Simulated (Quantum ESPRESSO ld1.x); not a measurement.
Input (ld1.x (Quantum ESPRESSO 7.5)):

```
 &input
    zed=45.0,
    iswitch=1,
    rel=1,
    lsd=1,
    dft='PW',
    config='[Ne] 3s2 3p1 4s0 3d0',
    verbosity='high',
    prefix='ld1',
    max_out_wfc=37,
    file_charge='ld1.rho',
 /
```

It prints:

```
     Program LD1 v.7.5 starts

     --------------------------- All-electron run ----------------------------

     scalar relativistic calculation

     atomic number is 45.00
     dft =PW   lsd =1 sic =0 latt =0  beta=0.20 tr2=1.0E-14
     Exchange-correlation= PW
                           (   1   4   0   0   0   0   0)
     mesh =2053 r(mesh) = 100.41760 a.u. xmin = -8.00 dx = 0.00800
     1 Ry =  13.60569312 eV, c = 137.03599908

     n l     nl                  e(Ry)          e(Ha)          e(eV)
     1 0     1S 1( 1.00)   -1821.293205979    -910.646602990 -24779.9564475
     2 0     2S 1( 1.00)    -368.940757371    -184.470378686  -5019.6947254
     2 1     2P 1( 3.00)    -345.022234481    -172.511117240  -4694.2666430
     3 0     3S 1( 1.00)    -144.753990955     -72.376995477  -1969.4783793
     3 1     3P 1( 1.00)    -137.206390651     -68.603195325  -1866.7880457
     4 0     4S 1( 0.00)     -76.169608558     -38.084804279  -1036.3403193
     3 2     3D 1( 0.00)    -127.748347347     -63.874173673  -1738.1048110
     1 0     1S 2( 1.00)   -1821.136993579    -910.568496790 -24777.8310696
     2 0     2S 2( 1.00)    -368.786722901    -184.393361450  -5017.5989796
     2 1     2P 2( 3.00)    -344.842988177    -172.421494089  -4691.8278728
     3 0     3S 2( 1.00)    -144.191270297     -72.095635148  -1961.8221747
     3 1     3P 2( 0.00)    -136.642082534     -68.321041267  -1859.1102426
     4 0     4S 2( 0.00)     -75.968912268     -37.984456134  -1033.6097072
     3 2     3D 2( 0.00)    -127.255435888     -63.627717944  -1731.3984089

     final scf error:  7.1E-15 reached in  14 iterations

     Etot =   -7956.751978 Ry,   -3978.375989 Ha, -108257.125664 eV
     Total magnetization:    1.00 Bohr mag.

     Ekin =    8289.362924 Ry,    4144.681462 Ha,  112782.528129 eV
     Encl =  -17222.233227 Ry,   -8611.116613 Ha, -234320.420178 eV
     Eh   =    1132.033042 Ry,     566.016521 Ha,   15402.094170 eV
     Exc  =    -155.914716 Ry,     -77.957358 Ha,   -2121.327785 eV

     normalization and overlap integrals

     s(1S/1S) =  1.000000  <r> =   0.0326  <r2> =    0.0014  r(max) =   0.0212
     s(1S/2S) = -0.010628
     s(1S/3S) = -0.005052
     s(1S/4S) = -0.003096
     s(2S/2S) =  1.000000  <r> =   0.1399  <r2> =    0.0230  r(max) =   0.1192
     s(2S/3S) = -0.003099
     s(2S/4S) = -0.001787
     s(2P/2P) =  1.000000  <r> =   0.1215  <r2> =    0.0180  r(max) =   0.0945
     s(2P/3P) = -0.002570
     s(3S/3S) =  1.000000  <r> =   0.3408  <r2> =    0.1320  r(max) =   0.3215
     s(3S/4S) = -0.001369
     s(3P/3P) =  1.000000  <r> =   0.3299  <r2> =    0.1254  r(max) =   0.3089
     s(4S/4S) =  1.000000  <r> =   0.6354  <r2> =    0.4541  r(max) =   0.6398
     s(3D/3D) =  1.000000  <r> =   0.2918  <r2> =    0.0981  r(max) =   0.2469
     s(1S/1S) =  1.000000  <r> =   0.0326  <r2> =    0.0014  r(max) =   0.0212
     s(1S/2S) = -0.010630
     s(1S/3S) = -0.005047
     s(1S/4S) = -0.003089
     s(2S/2S) =  1.000000  <r> =   0.1398  <r2> =    0.0230  r(max) =   0.1192
     s(2S/3S) = -0.003097
     s(2S/4S) = -0.001784
     s(2P/2P) =  1.000000  <r> =   0.1215  <r2> =    0.0179  r(max) =   0.0945
     s(2P/3P) = -0.002568
     s(3S/3S) =  1.000000  <r> =   0.3411  <r2> =    0.1323  r(max) =   0.3215
     s(3S/4S) = -0.001365
     s(3P/3P) =  1.000000  <r> =   0.3301  <r2> =    0.1256  r(max) =   0.3089
     s(4S/4S) =  1.000000  <r> =   0.6367  <r2> =    0.4560  r(max) =   0.6449
     s(3D/3D) =  1.000000  <r> =   0.2916  <r2> =    0.0980  r(max) =   0.2469

     ------------------------ End of All-electron run ------------------------
```

Run on one thread of a shared host, so times are rough (Intel(R) Xeon(R) Processor @ 2.60GHz): 0.64 s of CPU time, 0.67 s wall, 14 iterations on 2053 mesh points.
